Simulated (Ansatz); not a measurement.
Consider the ligand exchange at the Si–C bond: `O[Si@H](Cl)C[Si@@H](O)F` + `[NH2][GeH3]` → `O[SiH](F)[NH][GeH3]` + `C[SiH](O)Cl`.

Isolated molecules relaxed with PBE0-D4/def2-TZVP in Ansatz; ΔE leaves out vibrations. CCSD(T)/CBS is the MP2 limit (def2-TZVPP, def2-QZVPP) plus CCSD(T) − MP2 in def2-TZVPP, frozen cores. DFT in def2-TZVPP. For Ge outer-core shells are correlated without core-valence functions, which leaves a few kJ/mol of doubt a bond. Scalar relativity is left out up to krypton. Each species was taken in one conformer, which may not be the lowest.

CCSD(T)/CBS gives -64.4 kJ/mol.

Task: Another level gave -80.1 kJ/mol. Which?
A. r2SCAN/def2-TZVPP
B. PBE-D4/def2-TZVPP
C. HF/def2-TZVPP
D. CCSD/def2-TZVPP

Result: C. HF/def2-TZVPP -80.1, CCSD/def2-TZVPP -67.1, r2SCAN -62.3, PBE-D4 -54.2 kJ/mol.

Largest T1 diagnostic among the species: 0.012.

In def2-TZVPP, CCSD(T) changes the Hartree–Fock value by +15.4 kJ/mol (the triples alone add +2.4 kJ/mol) and MP2 by +14.6 kJ/mol. From PBE to PBE0 (25 % exact exchange), in def2-TZVPP and without D4, ΔE moves by −3.5 kJ/mol. The D4 term adds +4.5 kJ/mol with B3LYP and +2.7 kJ/mol with PBE0; it sums over pairs of atoms, weighted by their polarisabilities, and B3LYP, whose exchange is more repulsive, gets the larger term.

B3LYP here is the variant with VWN-RPA as its local correlation; programs differ in this.
